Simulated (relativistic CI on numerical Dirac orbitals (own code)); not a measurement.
**Ti⁴⁺ in a cubic cluster: L2,3 absorption with charge transfer**

Computed with a charge-transfer multiplet model of a cubic metal-ligand cluster with up to 2 ligand holes, Slater and spin-orbit integrals from Dirac-Coulomb-Breit ions, Slater integrals scaled by 0.9. The ground state mixes d0 with configurations of k ligand holes L, whose averages lie at kΔ + k(k − 1)U_dd/2; a core hole lowers each added d electron by U_cd. 20 K, Lorentzian 0.4 eV and Gaussian 0.3 eV FWHM.

Atomic integrals in eV (Slater integrals scaled, ζ unscaled), ground: F2dd 7.400, F4dd 4.602, zeta_d 0.013; with the core hole: F2dd 7.400, F4dd 4.602, zeta_d 0.032, zeta_core 3.741, F2cd 5.699, G1cd 4.259, G3cd 2.418. Where a configuration has fewer than two d electrons, the dd integrals are those of d2.

Cluster parameters (eV): Δ = 3.3, U_cd = 5.5, 10Dq = 1.4, 10Dq(ligand) = 0.9, V(eg) = 3.45, V(t2g) = -1.8, final-state hopping factor = 1.

```csv
Case,n_d,d0,d1L,d2L2,S
U_dd = 2.8 eV,0.80,0.36,0.49,0.15,0.00
U_dd = 3.5 eV,0.78,0.36,0.49,0.15,0.00
U_dd = 4.9 eV,0.75,0.38,0.49,0.13,0.00
```

Weights, n_d and S are thermal averages at 20 K. Photon energies count from the first peak over 30 % of the highest in each spectrum, which can be another peak from case to case. The parameters are a model scan and need not match a compound or its usual spin state. Peaks in eV (height, largest 100):
- U_dd = 2.8 eV: -2.4 (30), 0.0 (69), 2.1 (23), 3.0 (26), 4.0 (32), 5.6 (100), 7.5 (10)
- U_dd = 3.5 eV: 0.0 (31), 2.4 (75), 4.8 (31), 6.9 (38), 8.1 (100), 10.2 (7)
- U_dd = 4.9 eV: -1.1 (5), 0.0 (36), 2.5 (99), 5.1 (63), 7.6 (100), 8.2 (98)

A d0 ion has no d-d gap: its lowest excitations are ligand-to-metal charge transfer. With the core hole the configuration with one ligand hole lies at Δ + U_dd − U_cd = 0.6, 1.3, 2.7 eV from the one without, in the order of the table; where this is negative the screened configuration lies lower, though the effective hopping of about 7.8 eV (from the holes of the mixed ground state) mixes the two strongly wherever it is as large as the gap.

With at most 2 ligand holes the space is cut while the next configuration still counts, so covalency is underestimated, and a final configuration with one more ligand hole, which can lie low, is missing from the spectra.
